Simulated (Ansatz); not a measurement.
Ansatz (a first-principles code) input (B3LYP-D3(BJ)/def2-TZVP):

Ansatz 0.2 input:
```yaml
crystal:
  periodic: [false, false, false]
  atoms:
    - {symbol: C, position_ang: [2.66286446, 0.34269876, 0.72994857]}
    - {symbol: C, position_ang: [1.36628032, 0.69048784, -0.00281628]}
    - {symbol: C, position_ang: [0.46717714, -0.51889101, -0.28901923]}
    - {symbol: C, position_ang: [-0.78240713, -0.16962723, -1.09025184]}
    - {symbol: C, position_ang: [-2.06617692, -0.04386702, -0.70109897]}
    - {symbol: C, position_ang: [-2.40085292, -0.30464569, 0.75783816]}
    - {symbol: H, position_ang: [3.27952668, 1.22680918, 0.92668646]}
    - {symbol: H, position_ang: [2.45003604, -0.13455089, 1.69152624]}
    - {symbol: H, position_ang: [3.26547690, -0.36025809, 0.14607334]}
    - {symbol: H, position_ang: [0.79128812, 1.41550858, 0.58146754]}
    - {symbol: H, position_ang: [1.60216700, 1.18838956, -0.95096172]}
    - {symbol: H, position_ang: [0.20361131, -0.98384751, 0.66693229]}
    - {symbol: H, position_ang: [1.07213245, -1.26328082, -0.83335581]}
    - {symbol: H, position_ang: [-0.52917917, 0.02859932, -2.14361712]}
    - {symbol: H, position_ang: [-1.58767510, -0.62698752, 1.45230286]}
    - {symbol: H, position_ang: [-2.83985862, 0.59938086, 1.20229952]}
    - {symbol: H, position_ang: [-3.18883547, -1.06669653, 0.83304373]}
basis:
  gaussian:
    orbitals: def2-TZVP
hamiltonian:
  xc: b3lyp
  dispersion: d3bj
total_charge: -1
phonons: {temperatures: {t_min: 298.15, t_max: 298.15, t_step: 100}}
```

Output:

```
Functional definition: B3LYP
integrals: 0.19 GiB planned
1564 factors; their error is unknown
0.34 GiB of the device are held for the grids
1.37 GiB of device memory are held for the factors and their scratch space
mean field: 1.45 GiB planned
mean field evaluation 1: about -6390.0483 eV, gradient 6.8e1 eV
mean field evaluation 2: about -6342.3051 eV, gradient 1.2e2 eV
mean field evaluation 4: about -6401.7687 eV, gradient 1.0e1 eV
mean field evaluation 8: about -6402.1884 eV, gradient 3.8e-1 eV
mean field evaluation 16: about -6402.1515 eV, gradient 1.8e-3 eV
mean field -6402.15144180 eV, -235.2747259522 hartree, gradient 2.7e-5 eV, S^2 0.000000; 0 other end points of the search recorded, 0 dependent functions left out
the calculation of the forces begins
reference -6402.15176872 eV, -235.2747379660 hartree; 24, 24 occupied and 228, 228 virtual orbitals, 1564 factors
these checks for a lower state are left out or cut short: stability, starts, cluster_reference, orbital_swaps, neighbouring_geometries, increment
integrals: 0.19 GiB planned
1564 factors; their error is unknown
0.34 GiB of the device are held for the grids
1.37 GiB of device memory are held for the factors and their scratch space
mean field: 1.45 GiB planned
mean field -6402.15134981 eV, -235.2747225715 hartree, gradient 2.2e-6 eV, S^2 0.000000; 0 other end points of the search recorded, 0 dependent functions left out
the calculation of the forces begins
reference -6402.15167672 eV, -235.2747345852 hartree; 24, 24 occupied and 228, 228 virtual orbitals, 1564 factors
these checks for a lower state are left out or cut short: stability, starts, cluster_reference, orbital_swaps, neighbouring_geometries, increment
integrals: 0.19 GiB planned
1564 factors; their error is unknown
0.34 GiB of the device are held for the grids
1.37 GiB of device memory are held for the factors and their scratch space
mean field: 1.45 GiB planned
mean field evaluation 32: about -6402.1506 eV, gradient 6.5e-1 eV
mean field -6402.15124422 eV, -235.2747186911 hartree, gradient 2.2e-6 eV, S^2 0.000000; 0 other end points of the search recorded, 0 dependent functions left out
the calculation of the forces begins
reference -6402.15157113 eV, -235.2747307049 hartree; 24, 24 occupied and 228, 228 virtual orbitals, 1564 factors
these checks for a lower state are left out or cut short: stability, starts, cluster_reference, orbital_swaps, neighbouring_geometries, increment
integrals: 0.19 GiB planned
1564 factors; their error is unknown
0.34 GiB of the device are held for the grids
1.37 GiB of device memory are held for the factors and their scratch space
mean field: 1.45 GiB planned
mean field -6402.15128879 eV, -235.2747203289 hartree, gradient 2.2e-6 eV, S^2 0.000000; 0 other end points of the search recorded, 0 dependent functions left out
the calculation of the forces begins
reference -6402.15161573 eV, -235.2747323439 hartree; 24, 24 occupied and 228, 228 virtual orbitals, 1564 factors
these checks for a lower state are left out or cut short: stability, starts, cluster_reference, orbital_swaps, neighbouring_geometries, increment
integrals: 0.19 GiB planned
1564 factors; their error is unknown
0.34 GiB of the device are held for the grids
1.37 GiB of device memory are held for the factors and their scratch space
mean field: 1.45 GiB planned
mean field -6402.15126466 eV, -235.2747194424 hartree, gradient 2.2e-6 eV, S^2 0.000000; 0 other end points of the search recorded, 0 dependent functions left out
[...]
these checks for a lower state are left out or cut short: stability, starts, cluster_reference, orbital_swaps, neighbouring_geometries, increment
integrals: 0.19 GiB planned
1564 factors; their error is unknown
0.34 GiB of the device are held for the grids
1.37 GiB of device memory are held for the factors and their scratch space
mean field: 1.45 GiB planned
mean field evaluation 672: about -6402.1514 eV, gradient 1.7e-6 eV
mean field -6402.15137884 eV, -235.2747236383 hartree, gradient 2.2e-6 eV, S^2 0.000000; 0 other end points of the search recorded, 0 dependent functions left out
the calculation of the forces begins
reference -6402.15170574 eV, -235.2747356516 hartree; 24, 24 occupied and 228, 228 virtual orbitals, 1564 factors
these checks for a lower state are left out or cut short: stability, starts, cluster_reference, orbital_swaps, neighbouring_geometries, increment
integrals: 0.19 GiB planned
1564 factors; their error is unknown
0.34 GiB of the device are held for the grids
1.37 GiB of device memory are held for the factors and their scratch space
mean field: 1.45 GiB planned
mean field -6402.15136431 eV, -235.2747231042 hartree, gradient 2.2e-6 eV, S^2 0.000000; 0 other end points of the search recorded, 0 dependent functions left out
the calculation of the forces begins
reference -6402.15169123 eV, -235.2747351185 hartree; 24, 24 occupied and 228, 228 virtual orbitals, 1564 factors
these checks for a lower state are left out or cut short: stability, starts, cluster_reference, orbital_swaps, neighbouring_geometries, increment
integrals: 0.19 GiB planned
1564 factors; their error is unknown
0.34 GiB of the device are held for the grids
1.37 GiB of device memory are held for the factors and their scratch space
mean field: 1.45 GiB planned
mean field -6402.15143246 eV, -235.2747256087 hartree, gradient 2.2e-6 eV, S^2 0.000000; 0 other end points of the search recorded, 0 dependent functions left out
the calculation of the forces begins
reference -6402.15175934 eV, -235.2747376214 hartree; 24, 24 occupied and 228, 228 virtual orbitals, 1564 factors
these checks for a lower state are left out or cut short: stability, starts, cluster_reference, orbital_swaps, neighbouring_geometries, increment
integrals: 0.19 GiB planned
1564 factors; their error is unknown
0.34 GiB of the device are held for the grids
1.37 GiB of device memory are held for the factors and their scratch space
mean field: 1.45 GiB planned
mean field -6402.15139825 eV, -235.2747243517 hartree, gradient 2.2e-6 eV, S^2 0.000000; 0 other end points of the search recorded, 0 dependent functions left out
the calculation of the forces begins
reference -6402.15172519 eV, -235.2747363666 hartree; 24, 24 occupied and 228, 228 virtual orbitals, 1564 factors
these checks for a lower state are left out or cut short: stability, starts, cluster_reference, orbital_swaps, neighbouring_geometries, increment
integrals: 0.19 GiB planned
1564 factors; their error is unknown
0.34 GiB of the device are held for the grids
1.37 GiB of device memory are held for the factors and their scratch space
mean field: 1.45 GiB planned
mean field -6402.15136238 eV, -235.2747230335 hartree, gradient 2.2e-6 eV, S^2 0.000000; 0 other end points of the search recorded, 0 dependent functions left out
the calculation of the forces begins
reference -6402.15168930 eV, -235.2747350476 hartree; 24, 24 occupied and 228, 228 virtual orbitals, 1564 factors
these checks for a lower state are left out or cut short: stability, starts, cluster_reference, orbital_swaps, neighbouring_geometries, increment
integrals: 0.19 GiB planned
1564 factors; their error is unknown
0.34 GiB of the device are held for the grids
1.37 GiB of device memory are held for the factors and their scratch space
mean field: 1.45 GiB planned
mean field evaluation 704: about -6402.1508 eV, gradient 6.5e-1 eV
mean field -6402.15141071 eV, -235.2747248095 hartree, gradient 2.2e-6 eV, S^2 0.000000; 0 other end points of the search recorded, 0 dependent functions left out
the calculation of the forces begins
reference -6402.15173762 eV, -235.2747368231 hartree; 24, 24 occupied and 228, 228 virtual orbitals, 1564 factors
these checks for a lower state are left out or cut short: stability, starts, cluster_reference, orbital_swaps, neighbouring_geometries, increment
integrals: 0.19 GiB planned
1564 factors; their error is unknown
0.34 GiB of the device are held for the grids
1.37 GiB of device memory are held for the factors and their scratch space
mean field: 1.45 GiB planned
mean field -6402.15138185 eV, -235.2747237490 hartree, gradient 2.2e-6 eV, S^2 0.000000; 0 other end points of the search recorded, 0 dependent functions left out
the calculation of the forces begins
reference -6402.15170875 eV, -235.2747357624 hartree; 24, 24 occupied and 228, 228 virtual orbitals, 1564 factors
these checks for a lower state are left out or cut short: stability, starts, cluster_reference, orbital_swaps, neighbouring_geometries, increment
integrals: 0.19 GiB planned
1564 factors; their error is unknown
0.34 GiB of the device are held for the grids
1.37 GiB of device memory are held for the factors and their scratch space
mean field: 1.45 GiB planned
mean field -6402.15139559 eV, -235.2747242537 hartree, gradient 2.2e-6 eV, S^2 0.000000; 0 other end points of the search recorded, 0 dependent functions left out
the calculation of the forces begins
reference -6402.15172251 eV, -235.2747362679 hartree; 24, 24 occupied and 228, 228 virtual orbitals, 1564 factors
these checks for a lower state are left out or cut short: stability, starts, cluster_reference, orbital_swaps, neighbouring_geometries, increment
integrals: 0.19 GiB planned
1564 factors; their error is unknown
0.34 GiB of the device are held for the grids
1.37 GiB of device memory are held for the factors and their scratch space
mean field: 1.45 GiB planned
mean field -6402.15144011 eV, -235.2747258900 hartree, gradient 2.2e-6 eV, S^2 0.000000; 0 other end points of the search recorded, 0 dependent functions left out
the calculation of the forces begins
reference -6402.15176704 eV, -235.2747379042 hartree; 24, 24 occupied and 228, 228 virtual orbitals, 1564 factors
these checks for a lower state are left out or cut short: stability, starts, cluster_reference, orbital_swaps, neighbouring_geometries, increment
integrals: 0.19 GiB planned
1564 factors; their error is unknown
0.34 GiB of the device are held for the grids
1.37 GiB of device memory are held for the factors and their scratch space
mean field: 1.45 GiB planned
mean field evaluation 736: about -6402.1514 eV, gradient 2.2e-6 eV
mean field -6402.15141430 eV, -235.2747249414 hartree, gradient 2.2e-6 eV, S^2 0.000000; 0 other end points of the search recorded, 0 dependent functions left out
the calculation of the forces begins
reference -6402.15174120 eV, -235.2747369548 hartree; 24, 24 occupied and 228, 228 virtual orbitals, 1564 factors
Total energy: -6402.73436566 eV, -235.2961480089 hartree
Atom 0 at     2.662864     0.342699     0.729949 Å, force     0.000600    -0.000099    -0.000210 eV/Å
Atom 1 at     1.366280     0.690488    -0.002816 Å, force    -0.000635    -0.000539     0.000009 eV/Å
Atom 2 at     0.467177    -0.518891    -0.289019 Å, force     0.000880     0.000718     0.000732 eV/Å
Atom 3 at    -0.782407    -0.169627    -1.090252 Å, force    -0.000827     0.000094     0.000245 eV/Å
Atom 4 at    -2.066177    -0.043867    -0.701099 Å, force    -0.000011    -0.000046    -0.000194 eV/Å
Atom 5 at    -2.400853    -0.304646     0.757838 Å, force    -0.000470     0.000163     0.000044 eV/Å
Atom 6 at     3.279527     1.226809     0.926686 Å, force    -0.000186     0.000032     0.000046 eV/Å
Atom 7 at     2.450036    -0.134551     1.691526 Å, force    -0.000029     0.000061     0.000037 eV/Å
Atom 8 at     3.265477    -0.360258     0.146073 Å, force    -0.000083     0.000116    -0.000024 eV/Å
Atom 9 at     0.791288     1.415509     0.581468 Å, force     0.000198    -0.000040     0.000238 eV/Å
Atom 10 at     1.602167     1.188390    -0.950962 Å, force    -0.000057    -0.000019    -0.000105 eV/Å
Atom 11 at     0.203611    -0.983848     0.666932 Å, force     0.000493    -0.000185    -0.000094 eV/Å
Atom 12 at     1.072132    -1.263281    -0.833356 Å, force    -0.000227    -0.000039    -0.000197 eV/Å
Atom 13 at    -0.529179     0.028599    -2.143617 Å, force     0.000212    -0.000197    -0.000174 eV/Å
Atom 14 at    -1.587675    -0.626988     1.452303 Å, force    -0.000353    -0.000057    -0.000178 eV/Å
Atom 15 at    -2.839859     0.599381     1.202300 Å, force     0.000222    -0.000150    -0.000161 eV/Å
Atom 16 at    -3.188835    -1.066697     0.833044 Å, force     0.000273     0.000187    -0.000012 eV/Å
Dipole moment:     1.543774     0.032644     0.661132 e Å
Vibrations: 30.50 94.07 120.06 201.57 237.93 307.81 367.49 476.52 558.34 743.00 773.14 841.46 880.25 883.07 962.14 1011.73 1027.33 1042.19 1099.37 1116.21 1249.22 1277.52 1312.99 1340.00 1344.55 1356.01 1390.13 1454.03 1465.25 1478.01 1487.41 1490.93 1502.75 1560.82 2748.43 2905.89 2922.22 2962.51 2977.55 2990.06 2995.82 3015.82 3031.81 3044.30 3061.38 cm⁻¹, zero-point energy 4.038139 eV
```

It need not be the lowest isomer of its formula. Whether it binds its extra electron was not tested at this geometry.
